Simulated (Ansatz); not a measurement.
# A cut through the energy surface

GaNH₆ (SMILES [NH3+][GaH3-]), closed shell, at its PBE0-D4/def2-TZVP minimum:

N1  (-0.313, -0.154, -0.970)
Ga2  (0.367, 0.153, 1.048)
H3  (-0.334, 0.723, -1.478)
H4  (-1.247, -0.547, -0.977)
H5  (0.302, -0.790, -1.463)
H6  (-0.755, 1.164, 1.516)
H7  (1.800, 0.736, 0.719)
H8  (0.273, -1.344, 1.550)
(Å)

The dihedral angle H3–N1–Ga2–H6 (59.4° at the minimum) is set to the values below, with the rest relaxed at PBE0-D4/def2-TZVP at each step (the four atoms are held in place, so their three bonds and two angles keep the values of the minimum). Each method's energies count from its own value at the PBE0-D4 minimum structure. Program: Ansatz 0.2.0. Basis: def2-TZVPP. Cores are frozen in the correlated methods. Filled d shells of the heavier atoms are correlated. The def2 sets are not built for correlating such inner shells, so the correlated values are less sure here. B3LYP uses VWN-RPA correlation.

```
dihedral angle (°)  CCSD(T) (eV)  PBE-D4 (eV)  PBE0-D4 (eV)  B3LYP-D4 (eV)  wB97M-V (eV)
              69.6        0.0013       0.0011        0.0011         0.0012        0.0011
              84.6        0.0077       0.0065        0.0063         0.0067        0.0065
              99.6        0.0158       0.0135        0.0131         0.0140        0.0135
             114.6        0.0211       0.0179        0.0174         0.0186        0.0180
             129.6        0.0202       0.0172        0.0167         0.0177        0.0172
             144.6        0.0137       0.0116        0.0113         0.0120        0.0116
             159.6        0.0055       0.0047        0.0045         0.0048        0.0047
             174.6        0.0005       0.0004        0.0004         0.0004        0.0004
```

Largest difference from the CCSD(T) curve over the scan: r2SCAN-D4 0.0001; HF 0.0016; MP2 0.0003 eV. Each curve counts from its own value at the minimum.

T1 diagnostic: at most 0.013.

For scale, one of the runs: CCSD(T)/def2-TZVPP, 163 basis functions (an equivalent command: `ansatz run in.yaml --threads 2`). The run took 48 s on 2 CPU threads (shared host), with 1.3 GiB of host memory at its peak.
